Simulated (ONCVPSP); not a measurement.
# silicon (Si): one change to an ONCV potential, before and after

```json
{
 "Element": "Si",
 "Generator": "ONCVPSP 4.0.1",
 "Type": "optimised norm-conserving Vanderbilt (ONCV)",
 "Functional": "PBE",
 "Relativity": "scalar-relativistic",
 "Frozen core": "[Ne]",
 "Valence charge": "4",
 "Reference configuration": "3s2 3p2",
 "Partial waves": "3s: rc 1.90 bohr, ncon 3, nbas 7, qcut 3.6 1/bohr, 2 projectors, debl 3.9 Ha; 3p: rc 2.05 bohr, ncon 3, nbas 7, qcut 4.5 1/bohr, 2 projectors, debl 3.8 Ha; d scattering state at 0.1 Ha: rc 1.70 bohr, ncon 5, nbas 10, qcut 5.9 1/bohr, 2 projectors, debl 3.6 Ha",
 "Local potential": "polynomial inside 1.25 bohr (lpopt 5, dvloc0 1 Ha)",
 "Core correction": "Teter function, fcfact 5.75, rcfact 1.4"
}
```

All-electron outer shells of the reference configuration (PBE, scalar-relativistic, ld1.x):

| shell | level (eV) | outermost node (bohr) | outermost maximum (bohr) |
| --- | --- | --- | --- |
| 2s | -139.50 | 0.15 | 0.45 |
| 2p | -95.56 | – | 0.39 |
| 3s | -10.81 | 0.72 | 1.80 |
| 3p | -4.08 | 0.72 | 2.17 |

Change: core correction Teter function, fcfact 5.75, rcfact 1.62.

Cutoffs: the cutoffs (Ha) at which the residual kinetic energy of the hardest occupied pseudo-wave falls to 1 and 0.1 mHa per electron; they do not see the model core or the augmentation charge, which bear on the density cutoff. Errors are all-electron minus pseudo energies relative to the spin-unpolarised reference configuration.

How do hardness, ghosts and transferability respond?

The potential gets neither clearly harder nor softer (6.2 Ha and 32 Ha → 6.2 Ha and 32 Ha); of the 4 tests that both files solve, the error grows in 3 and shrinks in 1 by more than 15 % and 0.3 meV (median size 5.6 → 19.6 meV); neither file shows a bound ghost. A model core, the more so a compact one, raises the density cutoff, which this test does not measure.

```csv
quantity,base,changed
"cutoff, loose",6.2 Ha,6.2 Ha
"cutoff, tight",32 Ha,32 Ha
bound ghosts,none,none
GHOST(+) flags under 300 eV,s at 129.0 eV,s at 129.0 eV
"error for 3s2 3p1, meV [ΔE 7.74 eV]",+2.7,+0.2
"error for 3s2 3p0, meV [ΔE 23.73 eV]",+17,-23
"error for 3s1 3p0, meV [ΔE 57.70 eV]",+3.0,-227
"error for 3s1 3p2, meV [ΔE 15.17 eV]",-8.1,-16
s: phases at 1.93 bohr within 0.05 rad from the reference energy up to (Ha; the scan ends near 5),3.9,3.9
p: phases at 2.08 bohr within 0.05 rad from the reference energy up to (Ha; the scan ends near 5),to the end of the scan,to the end of the scan
d: phases at 1.73 bohr within 0.05 rad from the reference energy up to (Ha; the scan ends near 5),to the end of the scan,to the end of the scan
"rms error of d²Exc/dni dnj with the model core, mHa",1.00,3.12
```

Base: The cutoffs count occupied waves only; projector 2 of the d channel, the hardest unoccupied one, needs 61 Ha at the loose tolerance. Changed file: The cutoffs count occupied waves only; projector 2 of the d channel, the hardest unoccupied one, needs 61 Ha at the loose tolerance.
